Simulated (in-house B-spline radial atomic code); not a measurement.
**Lu2+: [Xe] 4f14 6s1**

Level of theory: Dirac-Kohn-Sham BLYP, spherical fractional occupations, Fermi nucleus of rms radius 5.37 fm; calculated with a B-spline radial code for spherical atoms.

Z_r = [3n² - l(l+1)]/(2<r>); Z_e = n√(-2ε); the last column is Slater's effective charge. Values are occupation-weighted means over j. An effective charge above Z reflects the relativistic contraction of the inner shells.

| shell | electrons | ε (eV) | <r> (bohr) | Z_r | Z_e | Slater |
| --- | --- | --- | --- | --- | --- | --- |
| 1s | 2 | -63167 | 0.01932 | 77.63 | 68.14 | 70.70 |
| 2s | 2 | -10761 | 0.08124 | 73.85 | 56.25 | 66.85 |
| 2p | 6 | -9528.6 | 0.07247 | 68.99 | 52.93 | 66.85 |
| 3s | 2 | -2451.5 | 0.2122 | 63.63 | 40.27 | 59.75 |
| 3p | 6 | -2076.6 | 0.2115 | 59.11 | 37.06 | 59.75 |
| 3d | 10 | -1598.7 | 0.1925 | 54.56 | 32.52 | 49.85 |
| 4s | 2 | -501.43 | 0.4779 | 50.22 | 24.28 | 43.25 |
| 4p | 6 | -377.29 | 0.5068 | 45.38 | 21.06 | 43.25 |
| 4d | 10 | -208.49 | 0.5479 | 38.32 | 15.66 | 31.85 |
| 5s | 2 | -78.031 | 1.169 | 32.09 | 11.97 | 13.35 |
| 5p | 6 | -48.916 | 1.378 | 26.48 | 9.48 | 13.35 |
| 4f | 14 | -26.616 | 0.7207 | 24.98 | 5.59 | 20.45 |
| 6s | 1 | -17.689 | 3.054 | 17.68 | 6.84 | 4.20 |

The least bound orbital is 6s1/2 at -17.69 eV, and it is also the most diffuse (<r> = 3.054 bohr).

Spin-orbit splittings of the orbital energies (j = l + 1/2 above j = l - 1/2 when positive): 2p 1118 eV, 3p 238.4 eV, 3d 52.06 eV, 4p 54.28 eV, 4d 9.906 eV, 5p 7.012 eV, 4f 1.526 eV.

For the 1s electron the small component carries 7.11 % of the norm, the zero-frequency Breit interaction raises the level by 212.2 eV, self-energy by 130.9 eV, and vacuum polarisation lowers it by 23.68 eV.

The density falls to 0.001 bohr⁻³ at 4.047 bohr; Σ<r²> = 42.751 bohr² gives, by the non-relativistic formula and without the paramagnetism of open shells, a Langevin diamagnetic susceptibility of -33.86×10⁻⁶ cm³/mol.
